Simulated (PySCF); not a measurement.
**How methods differ on the ionisation energy of Gd(43+)**

Gd(43+) [Ar] 3d3 [3d3/2^3, M_J = 3/2] → Gd(44+) [Ar] 3d2 [3d3/2^2, M_J = 2], as a difference of total energies. All numbers are calculated (PySCF 2.14, the two-component X2C-1e Hamiltonian, in an even-tempered Gaussian basis (16 s from 9.8 bohr⁻², ratio 2.8; 12 p from 13 bohr⁻², ratio 2.8; 8 d from 13 bohr⁻², ratio 2.8; 3 f from 41 bohr⁻², ratio 3)). Correlated levels: [Ne] frozen; the 74 highest virtual spinors dropped. "Screened" scales the spin-orbit matrix elements by Boettger's factors to mimic the two-electron term; Breit and QED terms are absent.

| method | ionisation energy (eV) |
| --- | --- |
| GHF (spin-free) | 3413.0 |
| GMP2 (spin-free) | 3412.8 |
| GHF (screened spin-orbit) | 3424.7 |
| GMP2 (screened spin-orbit) | 3425.5 |

Breit and QED terms and the two-electron picture change are absent.

The spin-free rows relax to the high-spin LS determinant and lack the spin-orbit shift.

The labels give the starting determinants; with spin-orbit coupling the two ends relaxed to ⟨J²⟩ = 3.81, ⟨L²⟩ = 8.02, ⟨S²⟩ = 2.15 and ⟨J²⟩ = 6.03, ⟨L²⟩ = 10.25, ⟨S²⟩ = 1.54.

For comparison: 3424 ± 4 eV (theoretical estimate listed by NIST; NIST Atomic Spectra Database, ionization energies).
